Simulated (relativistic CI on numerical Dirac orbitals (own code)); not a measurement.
Slater and spin-orbit integrals, Dy16+

These numbers are calculated, not measured: Dirac-Coulomb-Breit CI, orbitals from a KLI potential per configuration, a model potential for QED, unscaled Slater integrals (own radial code, finite nucleus).

Slater integrals F^k, G^k are unscaled and averaged over j, outside the closed core [Ar] 3d10 4p6 4d10; ζ comes from projecting the Hamiltonian with its Breit term on Σ l·s of the shell.

- 4s2 4f4: F^2(4f,4f) = 167450, F^4(4f,4f) = 107730, F^6(4f,4f) = 78318, ζ(4f) = 2779 cm⁻¹; <r>(4f) = 0.6069, <r^2>(4f) = 0.4307 (bohr units).
- 4s2 4f3 5s: F^2(4f,4f) = 170120, F^4(4f,4f) = 109550, F^6(4f,4f) = 79671, ζ(4f) = 2898.2, G^3(4f,5s) = 30718 cm⁻¹; <r>(4f) = 0.5988, <r^2>(4f) = 0.4192, <r>(5s) = 1.034, <r^2>(5s) = 1.189 (bohr units).
- 4s2 4f2 5s2: F^2(4f,4f) = 173200, F^4(4f,4f) = 111650, F^6(4f,4f) = 81245, ζ(4f) = 3019.6 cm⁻¹; <r>(4f) = 0.5898, <r^2>(4f) = 0.4061 (bohr units).

Averages of the first 10 configurations, taken without configuration mixing, which lowers the lowest level and can move excited configurations by several eV; other configurations of the list can lie among them:

```tsv
Configuration	Parity	States	Average energy above the lowest level (eV)
4s2 4f4	even	1001	9.9
4s2 4f3 5s	odd	728	21.7
4s2 4f2 5s2	even	91	40.2
4s2 4f2 5s 5p	odd	1092	74.6
4s2 4f3 5p	even	2184	58.3
4s2 4f2 5p2	even	1365	113.3
4s2 4f2 5s 5d	even	1820	128.5
4s2 4f3 5d	odd	3640	110.0
4s2 4f2 5p 5d	odd	5460	165.4
4s2 4f2 5d2	even	4095	218.8
```
